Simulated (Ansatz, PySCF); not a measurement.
Reaction R1 → P1 + P2, each structure at its B3LYP-D3(BJ)/def2-TZVP stationary point, reached from a drawn start (curvature not checked).
R1, Cl2CrO2 (SMILES [O][Cr]([O])([Cl])[Cl]) (charge 0, multiplicity 1, Z-matrix in Å and degrees):
```
Cr
O 1 1.5511
O 1 1.5511 2 109.24
Cl 1 2.1206 2 109.29 3 -119.53
Cl 1 2.1206 2 109.29 3 119.53
```
P1, ClCrO2 (SMILES [O][Cr]([O])[Cl]) (charge 0, multiplicity 2):
| atom | x (Å) | y (Å) | z (Å) |
|---|---|---|---|
| Cr | -0.0807 | -0.0968 | 0.1028 |
| O | -1.0450 | -1.0307 | -0.7073 |
| O | 0.9395 | -0.8203 | 1.0484 |
| Cl | 0.1862 | 1.9479 | -0.4439 |
P2: Cl atom, charge 0, multiplicity 2.

| level | reaction energy (kcal/mol) | cost |
|---|---|---|
| HF/def2-SVP | -99.74 | - |
| HF/def2-QZVPP | -82.74 | - |
| BLYP/def2-TZVPP | 76.07 | ×1 |
| B97M-V/def2-TZVPP | 78.07 | ×3 |
| B3LYP/def2-TZVPP | 65.53 | ×2 |
| PBE0/def2-TZVPP | 67.00 | ×2 |
| BHLYP/def2-TZVPP | 38.84 | ×9 |
| M06-2X/def2-TZVPP | 50.99 | - |
| wB97X-V/def2-TZVPP | 63.78 | ×6 |
| wB97M-V/def2-TZVPP | 64.61 | ×8 |
| B2PLYP/def2-TZVPP | 128.05 | ×10 |
| MP2/def2-SVP | 260.50 | - |
| MP2/def2-TZVPP | 267.93 | - |
| MP2/CBS(def2-TZVPP, def2-QZVPP) | 272.68 | - |
| CCSD/def2-TZVPP | 41.49 | - |
| CCSD/def2-QZVPP | 42.85 | - |
| CCSD(T)/def2-SVP | 63.06 | ×2 |
| CCSD(T)/def2-TZVPP | 72.80 | ×10 |
| CCSD(T)/def2-QZVPP | 74.67 | ×200* |
| CCSD(T)/CBS(def2-TZVPP, def2-QZVPP) | 76.12 | ×200* |

P less R. No zero-point or thermal terms; singlets are restricted closed shells; open shells are unrestricted; no spin–orbit coupling. The spin states of the d-block species are the ones drawn and need not be the lowest.

Cores are frozen in the correlated methods. CBS: X⁻³ extrapolation of the correlation energy, Hartree–Fock from the larger set.

Doubts at one or more of the structures used: a spin-contaminated determinant (HF/def2-SVP, HF/def2-QZVPP, BHLYP/def2-TZVPP, B2PLYP/def2-TZVPP, MP2/def2-SVP, MP2/def2-TZVPP, MP2/CBS(def2-TZVPP, def2-QZVPP), CCSD/def2-TZVPP, CCSD/def2-QZVPP, CCSD(T)/def2-SVP, CCSD(T)/def2-TZVPP, CCSD(T)/def2-QZVPP, CCSD(T)/CBS(def2-TZVPP, def2-QZVPP)); T1 above 0.05 (CCSD/def2-TZVPP, CCSD/def2-QZVPP, CCSD(T)/def2-SVP, CCSD(T)/def2-TZVPP, CCSD(T)/def2-QZVPP, CCSD(T)/CBS(def2-TZVPP, def2-QZVPP)); a doubt about the state reached (CCSD/def2-TZVPP, CCSD/def2-QZVPP, CCSD(T)/def2-SVP, CCSD(T)/def2-TZVPP, CCSD(T)/def2-QZVPP, CCSD(T)/CBS(def2-TZVPP, def2-QZVPP)).

The values were computed with Ansatz (Gaussian orbitals); PySCF for M06-2X. All values are computed, each at the level named.

Costs are rough ratios of core time to PBE/def2-TZVPP (about 21 s over the structures, on one shared machine); a dash marks a level with no comparable run of its own. A star marks coupled-cluster runs past 200 virtual orbitals, where the program's memory plan changes under this machine's limit, so their costs aren't comparable with smaller runs.

Ansatz is a program for electronic structure.
